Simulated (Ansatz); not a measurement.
Ga12P11H32, a nanocrystal cut from zinc blende GaP (hydrogen-capped). Total charge 0; doublet. Geometry PBE-D4/def2-SVP, that of the charge -1 singlet; atoms count from 1.

Cartesian coordinates in Å:
```
P 0.4287 2.5881 -3.6375
P 0.2113 3.5758 2.5549
P -2.4108 0.3244 2.9803
P -2.0583 -0.2772 -3.4735
P -3.4157 -1.3007 -0.2686
P -1.0922 1.6494 -0.3137
P 2.6207 1.0108 -0.9906
P 1.2515 -0.0856 2.3039
P 0.2565 -1.9558 -1.0572
P -1.2233 -2.9833 2.2549
P 2.7781 -3.3915 1.3664
Ga -0.3685 3.8617 0.2192
Ga -1.6655 1.8771 -2.6066
Ga 2.7609 2.3539 -2.9975
Ga -3.0585 0.8490 0.6889
Ga 1.8548 1.9775 3.3639
Ga -0.4908 -1.0513 3.5106
Ga -4.1170 -1.1657 -2.5931
Ga 0.0397 -1.4606 -3.4042
Ga -1.6721 -2.9192 -0.1481
Ga 0.6455 0.0875 0.0212
Ga 3.2601 -1.3636 2.6075
Ga 2.1363 -3.4292 -0.9825
H 0.3460 2.1655 -5.0014
H 0.2537 3.9904 -3.8723
H 0.5798 4.8502 3.0992
H -1.0107 3.4291 3.2874
H -3.5570 -0.1868 3.6731
H -2.2711 1.5365 3.7284
H -2.3391 -0.0155 -4.8567
H -4.5269 -1.8674 0.4414
H 3.2939 1.7027 0.0646
H 3.5047 -0.1047 -1.1217
H -2.3688 -3.5204 2.9296
H -0.3181 -4.0482 2.5640
H 1.8716 -4.1967 2.1287
H 3.9186 -4.2480 1.5125
H -1.5486 4.9132 0.1159
H 1.0143 4.0814 -0.5339
H -2.7372 3.0112 -2.8750
H 3.2575 3.7926 -2.5634
H 3.4728 1.4911 -4.1133
H -4.3370 1.7759 0.7355
H 1.6600 1.8534 4.9345
H 3.2129 2.5037 2.7331
H -0.3874 -1.3530 5.0569
H -5.2588 -0.0687 -2.7100
H -4.3429 -2.6524 -3.0995
H -0.0308 -2.8017 -4.2476
H 1.1668 -0.3695 -3.7130
H -2.1198 -4.3673 -0.5918
H 4.4298 -0.6747 1.7864
H 3.4303 -1.7470 4.1383
H 3.3711 -2.7331 -1.6993
H 1.6988 -4.9131 -1.3293
```

Single mean-field runs in def2-TZVP are fitted with def2-universal-jkfit.

(1) Estimate the Mulliken populations of the heavy atoms from the PBE0/def2-TZVP orbitals of Ansatz.

(2) Where does the spin sit?

(3) And the Mayer bond orders between heavy atoms (over 0.3)?

Answers

(1) 
```tsv
atom	charge (e)	spin (α − β)
P1	-0.26	0.00
P2	-0.28	0.01
P3	-0.27	0.00
P4	-0.30	0.14
P5	-0.35	0.05
P6	-0.31	0.20
P7	-0.19	0.00
P8	-0.36	0.04
P9	-0.31	0.20
P10	-0.27	0.00
P11	-0.27	0.00
Ga12	0.14	0.05
Ga13	0.23	0.01
Ga14	0.15	0.00
Ga15	0.26	0.00
Ga16	0.12	0.01
Ga17	0.27	0.00
Ga18	0.18	-0.01
Ga19	0.17	0.00
Ga20	0.27	0.00
Ga21	0.24	-0.01
Ga22	0.13	0.00
Ga23	0.14	0.04
```
Mulliken values depend strongly on the basis.

(2) Summed by element: P 0.64, Ga 0.09, H 0.27, of 1 unpaired in all. Largest on single atoms: P9 0.20, P6 0.20, P4 0.14.

(3) P1–Ga13 0.72 (2.44 Å); P1–Ga14 0.68 (2.43 Å); P2–Ga12 0.70 (2.42 Å); P2–Ga16 0.67 (2.43 Å); P3–Ga15 0.68 (2.44 Å); P3–Ga17 0.70 (2.42 Å); P4–Ga13 0.78 (2.36 Å); P4–Ga18 0.71 (2.41 Å); P4–Ga19 0.68 (2.41 Å); P5–Ga15 0.78 (2.38 Å); P5–Ga18 0.68 (2.43 Å); P5–Ga20 0.77 (2.38 Å); P6–Ga12 0.63 (2.39 Å); P6–Ga13 0.79 (2.37 Å); P6–Ga15 0.82 (2.35 Å); P6–Ga21 0.76 (2.36 Å); P7–Ga14 0.69 (2.42 Å); P7–Ga21 0.80 (2.40 Å); P8–Ga16 0.71 (2.40 Å); P8–Ga17 0.87 (2.33 Å); P8–Ga21 0.84 (2.37 Å); P8–Ga22 0.71 (2.40 Å); P9–Ga19 0.73 (2.41 Å); P9–Ga20 0.84 (2.34 Å); P9–Ga21 0.77 (2.34 Å); P9–Ga23 0.65 (2.39 Å); P10–Ga17 0.71 (2.42 Å); P10–Ga20 0.67 (2.45 Å); P11–Ga22 0.67 (2.43 Å); P11–Ga23 0.69 (2.44 Å).
